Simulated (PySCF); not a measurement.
# Spinor energies of Rb(34+) (rubidium, charge +34)

Start: [He] 2s1; 2s1/2 filled at m_j = +1/2. Calculated with PySCF 2.14 in an even-tempered Gaussian basis (17 s from 14 bohr⁻², ratio 2.4; 11 p from 18 bohr⁻², ratio 2.4; 5 d from 56 bohr⁻², ratio 2.6; 4 f from 84 bohr⁻², ratio 2.6): generalised Hartree-Fock with the X2C-1e Hamiltonian and a Gaussian nucleus; one run each with spin-orbit coupling (SO) switched off, then screened by Boettger's factors.

```tsv
spinor shell	electrons	ε, spin-free (eV)	ε, screened SO (eV)	weight of nominal j (screened SO)	rms radius, screened SO (bohr)
1s1/2	2	-18127.1	-18127.1	1.000	0.0459
2s1/2	1	-4359.1	-4359.1	1.000	0.177
```

```csv
quantity,spin-free,screened SO
E (hartree),-1531.08335,-1531.08335
M_J,1/2,1/2
⟨J²⟩,0.750,0.750
⟨L²⟩,0.000,0.000
⟨S²⟩,0.750,0.750
```

Each row is a mean over spinors that exchange with the open shell spreads, by up to 23.394 eV (1s1/2).

Breit and QED terms are absent; they matter most for the inner s and p1/2 levels.

Densities and radii are taken from the X2C orbitals without a picture-change correction, which distorts them close to the nucleus.

Without spin-orbit coupling the j labels of p, d and f shells carry no meaning; the spin-free column gives the mean over the occupied spinors of each nl shell.
